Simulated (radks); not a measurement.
Species: Ta35+. Configuration: [Kr] 4d2 (the NIST ground configuration).

All-electron calculation, Dirac Kohn-Sham, PBE, spin-unpolarised, spherical densities, finite nucleus; open shells fill j = l - 1/2 first; Fermi nuclear charge, rms radius 5.3507 fm. Program: a radial shooting solver on a logarithmic mesh with Libxc functionals.

Energy parts (eV):
part                      energy
total                 -406174.19
kinetic                458254.17
electron-nucleus      -954371.11
Hartree                 97011.49
exchange-correlation    -7068.74

Orbitals (lengths in bohr, moments of r in powers of bohr; <r^-3> diverges for s and p1/2):
orbital  occ.  eigenvalue (eV)      <r^2>      <r>  <r^-3>  small-component weight
1s1/2       2        -68708.04  0.0004789  0.01867       -                7.56e-02
2s1/2       2        -13006.43   0.007312  0.07832       -                1.71e-02
2p1/2       2        -12497.56   0.005229  0.06485       -                1.72e-02
2p3/2       4        -11227.12   0.006429  0.07268   15580                1.55e-02
3s1/2       2        -4064.586    0.04693   0.2024       -                5.72e-03
3p1/2       2        -3841.401    0.04301   0.1923       -                5.66e-03
3p3/2       4        -3561.519    0.04923   0.2062    3595                5.21e-03
3d3/2       4        -3189.461    0.03801   0.1802   620.1                5.08e-03
3d5/2       6        -3128.129    0.03970   0.1845   530.6                4.95e-03
4s1/2       2        -1797.963     0.1949   0.4163       -                2.34e-03
4p1/2       2        -1702.870     0.1942   0.4141       -                2.28e-03
4p3/2       4        -1618.027     0.2144   0.4354    1114                2.14e-03
4d3/2       2        -1463.801     0.2076   0.4261   186.0                2.01e-03
4d5/2       0        -1445.682     0.2134   0.4321   158.2                1.98e-03
5s1/2       0        -1006.794     0.5851   0.7238       -                1.21e-03
5p1/2       0        -962.3441     0.5990   0.7309       -                1.18e-03
5p3/2       0        -926.9238     0.6454   0.7589   470.7                1.13e-03

The highest occupied level is 4d3/2 at -1463.8 eV. The electron density at the nucleus is 1.314e+06 e/bohr^3. The density falls to 0.001 e/bohr^3 at r = 1.11 bohr.
